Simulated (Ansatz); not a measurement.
Basis-set series for C2H11AlAsNSiZn. The species carries charge 0 and has multiplicity 1. The bonds changed during the relaxation, so this is another structure than the one it started from. Geometry: relaxed with PBE0-D4/def2-TZVP. It is one conformer, not always the lowest.

```xyz
18

C    -1.034   -1.856    1.594
As    0.544   -1.675    0.416
Si   -0.752   -1.259   -1.581
Al   -1.056    0.867   -0.406
C     0.670    0.335    0.539
N     1.797    0.828   -0.315
Zn    1.076    2.749   -0.550
H    -1.840   -1.160    1.351
H    -1.412   -2.874    1.503
H    -0.719   -1.688    2.625
H     0.197   -1.297   -2.740
H    -1.763   -2.327   -1.829
H    -2.367    1.389    0.327
H    -0.376    2.236   -1.296
H     0.883    0.630    1.569
H     1.788    0.349   -1.212
H     2.709    0.645    0.095
H     1.656    4.106   -0.087
```

| functional | basis | functions | energy (Eh) | HOMO (eV) | LUMO (eV) |
| --- | --- | --- | --- | --- | --- |
| PBE0-D4 | def2-SVP | 196 | -4683.07618 | -5.85 | -0.49 |
| PBE0-D4 | def2-QZVPP | 830 | -4684.05874 | -5.90 | -1.09 |
| ωB97M-V | def2-SVP | 196 | -4683.62965 | -7.74 | 1.28 |
| ωB97M-V | def2-QZVPP | 830 | -4684.61506 | -7.82 | 0.17 |

(1) Give the rows for def2-TZVPP. (Best estimate.)

## Answers

(1) Computed: 
```
functional       basis  functions  energy (Eh)  HOMO (eV)  LUMO (eV)
   PBE0-D4  def2-TZVPP        443  -4683.94258      -5.88      -1.04
   ωB97M-V  def2-TZVPP        443  -4684.50219      -7.80       0.39
```

Positive LUMOs are unbound and depend on the basis. Scalar relativity is left out up to krypton.
